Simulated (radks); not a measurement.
The numbers below are computed, except where a source is named.
The ruthenium ion Ru2+, 42 electrons, occupied as [Ar] 3d10 4s2 4p5.5 4d6 5s0.5 (fractional occupations, a model configuration).

Code: a radial shooting solver on a logarithmic mesh with Libxc functionals. Model: scalar-relativistic Kohn-Sham, exchange-only LDA, spin-unpolarised, spherical densities, finite nucleus; Fermi nuclear charge, rms radius 4.4809 fm.

Energy parts (eV):
total: -123005.023
kinetic: 127242.534
electron-nucleus: -296068.324
Hartree: 49194.812
exchange: -3374.045

Orbitals (lengths in bohr, moments of r in powers of bohr):
| orbital | occ. | eigenvalue (eV) | <r> |
|---|---|---|---|
| 1s | 2 | -21929.56 | 0.03347 |
| 2s | 2 | -3172.815 | 0.1458 |
| 2p | 6 | -2846.027 | 0.1270 |
| 3s | 2 | -576.5449 | 0.4035 |
| 3p | 6 | -469.1477 | 0.4036 |
| 3d | 10 | -295.7288 | 0.3844 |
| 4s | 2 | -97.9826 | 1.011 |
| 4p | 5.5 | -67.7684 | 1.113 |
| 4d | 6 | -25.0667 | 1.498 |
| 5s | 0.5 | -19.2672 | 2.704 |
| 5p | 0 | -13.4737 | 3.253 |
| 6s | 0 | -7.1539 | 5.996 |

The highest occupied level is 5s at -19.267 eV. The density falls to 0.001 e/bohr^3 at r = 3.72 bohr.
